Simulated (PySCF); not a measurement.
Ga(Me)2(OH)(OMe2), C4H13GaO2, singlet, GFN2-xTB optimised geometry.

```
20

Ga    -0.08    -0.05     0.00
C     -1.37     1.53     0.00
H     -1.13     2.26    -0.78
H     -1.35     2.05     0.96
H     -2.39     1.17    -0.16
C      1.97    -0.05     0.00
H      2.39     0.82    -0.51
H      2.35    -0.95    -0.48
H      2.34    -0.04     1.03
O     -0.89    -1.46     0.66
H     -0.57    -2.26     1.08
C      0.45    -0.32    -3.31
O     -0.37    -0.60    -2.20
C     -1.64    -1.10    -2.55
H     -0.02     0.43    -3.96
H      1.39     0.08    -2.92
H      0.64    -1.23    -3.89
H     -1.55    -2.04    -3.11
H     -2.19    -0.37    -3.16
H     -2.17    -1.27    -1.61
```

Density from CAM-B3LYP/def2-SVP (PySCF 2.14.0) at that geometry.

Minimum of the electron density along straight lines between bonded atoms, close to the bond critical point (lines longer than 1.1 times the sum of covalent radii, or with two minima, are not listed):

| bond | length / Å | ρ at the minimum / e bohr⁻³ | ∇²ρ there / e bohr⁻⁵ | position (fraction from the first atom) |
|---|---|---|---|---|
| Ga1–C2 | 2.035 | 0.104 | 0.13 | 0.47 |
| C2–H3 | 1.092 | 0.268 | -0.95 | 0.62 |
| C2–H4 | 1.091 | 0.269 | -0.95 | 0.62 |
| C2–H5 | 1.092 | 0.269 | -0.95 | 0.62 |
| Ga1–C6 | 2.048 | 0.101 | 0.13 | 0.46 |
| C6–H7 | 1.090 | 0.269 | -0.95 | 0.62 |
| C6–H8 | 1.093 | 0.267 | -0.94 | 0.62 |
| C6–H9 | 1.092 | 0.268 | -0.94 | 0.62 |
| Ga1–O10 | 1.758 | 0.131 | 0.91 | 0.48 |
| O10–H11 | 0.952 | 0.356 | -2.36 | 0.81 |
| C12–O13 | 1.409 | 0.255 | -0.33 | 0.34 |
| O13–C14 | 1.411 | 0.252 | -0.29 | 0.66 |
| C12–H15 | 1.096 | 0.280 | -1.07 | 0.64 |
| C12–H16 | 1.088 | 0.286 | -1.14 | 0.65 |
| C12–H17 | 1.096 | 0.280 | -1.07 | 0.64 |
| C14–H18 | 1.095 | 0.280 | -1.07 | 0.64 |
| C14–H19 | 1.095 | 0.280 | -1.07 | 0.64 |
| C14–H20 | 1.089 | 0.287 | -1.16 | 0.66 |
